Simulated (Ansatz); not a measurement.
The same ligand exchange along the group B, Al, In.

Calculated with Ansatz (gas phase, PBE0-D4/def2-TZVP geometries, no zero-point term in ΔE). CCSD(T)/CBS is the MP2 limit (def2-TZVPP, def2-QZVPP) plus CCSD(T) − MP2 in def2-TZVPP, frozen cores. This one scheme is used for every species. Functionals use def2-TZVPP. def2 core potentials past Kr. For In outer-core shells are correlated without core-valence functions, which leaves a few kJ/mol of doubt a bond. One conformer a species, not always the lowest.

| reaction | CCSD/CBS(def2) (eV) | B2PLYP (eV) | MP2/CBS(def2) (eV) |
| --- | --- | --- | --- |
| `CBS[SiH3]` + `O[Si](O)(Cl)Cl` → `O[Si](Cl)(Cl)O[SiH3]` + `CBS` | -0.61 | -0.61 | -0.54 |
| `[CH3][AlH][S][SiH3]` + `O[Si](O)(Cl)Cl` → `O[Si](Cl)(Cl)O[SiH3]` + `[CH3][AlH][SH]` | -0.50 | -0.52 | -0.43 |
| `[CH3][InH][S][SiH3]` + `O[Si](O)(Cl)Cl` → `O[Si](Cl)(Cl)O[SiH3]` + `[CH3][InH][SH]` | -0.47 | -0.49 | -0.39 |

(1) Give the CCSD(T)/CBS values in the same order. (Best estimate.)

Largest T1 diagnostic: 0.013, for `[CH3][InH][SH]`.

## Answers

(1) The calculation gave: -0.57, -0.46, -0.43 eV.
